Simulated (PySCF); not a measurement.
Geometries of 2 isomers of C7H4FIO, from PySCF 2.14.0, PBE0-D3(BJ)/def2-SVP geometry optimisation, gas phase, def2 core potentials past Kr. One conformer each, no zero-point energy, no frequencies.

Task: Which isomer lies lower at this level?
A.
```xyz
14
angstrom
O      3.190    0.350    0.276
C      2.307   -0.385   -0.010
F      2.585   -1.639   -0.410
C      0.846   -0.133    0.000
C     -0.016   -1.180   -0.368
C     -1.393   -1.013   -0.380
C     -1.936    0.219   -0.022
C     -1.104    1.272    0.345
C      0.284    1.108    0.362
I      1.389    2.798    0.942
H      0.423   -2.138   -0.646
H     -2.041   -1.843   -0.668
H     -3.018    0.369   -0.027
H     -1.534    2.235    0.624
```
B.
```xyz
14
angstrom
O      2.627    1.359   -0.281
C      2.010    0.359   -0.118
F      2.639   -0.824   -0.028
C      0.545    0.226    0.009
C     -0.075   -1.015    0.188
C     -1.459   -1.096    0.299
C     -2.220    0.073    0.231
I     -4.307   -0.043    0.395
C     -1.612    1.319    0.054
C     -0.230    1.390   -0.056
H      0.532   -1.921    0.239
H     -1.943   -2.064    0.437
H     -2.216    2.227    0.004
H      0.272    2.350   -0.195
```

Result: B. That is `O=C(F)c1ccc(I)cc1`, 5.0 kcal/mol below the other.

| SMILES | atoms numbered as above | E (Eh) | relative (kcal/mol) | relative (kJ/mol) | dipole (D) |
| --- | --- | --- | --- | --- | --- |
| O=C(F)c1ccc(I)cc1 | [O:1]=[C:2]([F:3])[c:4]1[cH:5][cH:6][c:7]([I:8])[cH:9][cH:10]1 | -741.14790 | 0.0 | 0.0 | 2.55 |
| O=C(F)c1ccccc1I | [O:1]=[C:2]([F:3])[c:4]1[cH:5][cH:6][cH:7][cH:8][c:9]1[I:10] | -741.13992 | 5.0 | 21.0 | 3.99 |
